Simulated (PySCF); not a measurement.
Relaxation of singlet Ge2H4

All numbers come from PySCF, PBE0, basis Ge def2-TZVP, H def2-TZVP (no relativity, density fitting). A (50,194) grid was used.

A hand-made doubly bridged, trans start, of C2h symmetry, held to at least that symmetry:

```xyz
6
charge 0 multiplicity 1, angstrom
Ge    1.1061    0.0000    0.0000
Ge   -1.1061    0.0000    0.0000
H     0.0000    1.1861    0.0000
H     0.0000   -1.1861    0.0000
H     1.8711    0.0000    1.3158
H    -1.8711    0.0000   -1.3158
```

Optimiser trace:
| step | E − E(last) (kJ/mol) | largest gradient (Eh/bohr) |
| --- | --- | --- |
| 0 | 298.15 | 0.15202 |
| 1 | 96.66 | 0.07201 |
| 2 | 14.16 | 0.02099 |
| 3 | 4.11 | 0.01042 |
| 4 | 1.03 | 0.00628 |
| 5 | 0.07 | 0.00165 |
| 6 | 0.02 | 0.00098 |
| 7 | 0.01 | 0.00038 |
| 8 | 0.00 | 0.00024 |

It ends at C2h with Ge–H 1.593 Å (×2), Ge–H 1.751 Å (×4); Ge–H–Ge 103.6° (×2), H–Ge–H 76.4° (×2), H–Ge–H 87.1° (×4) (after a last refinement on a finer grid). A frequency run shows a minimum.

The relaxation took 26 s on 2 threads of a shared Arm Neoverse V1 host, with 120 basis functions and 9 gradients. Launch command: `OMP_NUM_THREADS=2 python axn.py task.json out`.
